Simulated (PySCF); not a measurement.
C₄H₄ClF. Atoms are numbered in the order given.

```xyz
10

C     -3.0099    -0.0495    -0.2323
C     -1.7157    -0.2176    -0.9792
C     -0.5224    -0.2802    -0.4361
C      0.6620    -0.3189     0.1131
F      1.2648    -1.4407     0.5152
Cl     1.6464     1.0868     0.4002
H     -3.5327     0.8601    -0.5737
H     -2.8480     0.0209     0.8520
H     -3.6831    -0.8993    -0.4364
H     -1.7921    -0.2942    -2.0746
```

Coordinates come from a B3LYP-D3(BJ)/def2-SVP optimisation.

These are HF/def2-TZVP (PySCF) values and carry that method's errors.

Atomic charges (e):

```json
[
 {"atom": "C1", "Mulliken": "-0.27", "meta-Löwdin": "-0.27"},
 {"atom": "C2", "Mulliken": "(withheld)", "meta-Löwdin": "-0.05"},
 {"atom": "C3", "Mulliken": "-0.01", "meta-Löwdin": "-0.09"},
 {"atom": "C4", "Mulliken": "0.15", "meta-Löwdin": "0.29"},
 {"atom": "F5", "Mulliken": "-0.24", "meta-Löwdin": "-0.30"},
 {"atom": "Cl6", "Mulliken": "(withheld)", "meta-Löwdin": "-0.04"},
 {"atom": "H7", "Mulliken": "(withheld)", "meta-Löwdin": "0.11"},
 {"atom": "H8", "Mulliken": "(withheld)", "meta-Löwdin": "0.11"},
 {"atom": "H9", "Mulliken": "(withheld)", "meta-Löwdin": "0.11"},
 {"atom": "H10", "Mulliken": "(withheld)", "meta-Löwdin": "0.13"}
]
```

Fill in the missing entries. (Estimate from the structure and the level; the computed values follow.)


- C2, Mulliken: -0.08
- Cl6, Mulliken: -0.07
- H7, Mulliken: 0.12
- H8, Mulliken: 0.13
- H9, Mulliken: 0.12
- H10, Mulliken: 0.15

Computed Mayer and Wiberg (Löwdin basis) orders of the bonds:
| bond | Mayer | Wiberg |
|---|---|---|
| C1–C2 | 0.94 | 1.27 |
| C2–C3 | 1.93 | 2.02 |
| C3–C4 | 1.82 | 2.04 |
| C4–F5 | 1.01 | 1.71 |
| C4–Cl6 | 1.20 | 1.66 |
| C1–H7 | 0.97 | 0.90 |
| C1–H8 | 0.99 | 0.90 |
| C1–H9 | 0.97 | 0.90 |
| C2–H10 | 0.94 | 0.82 |
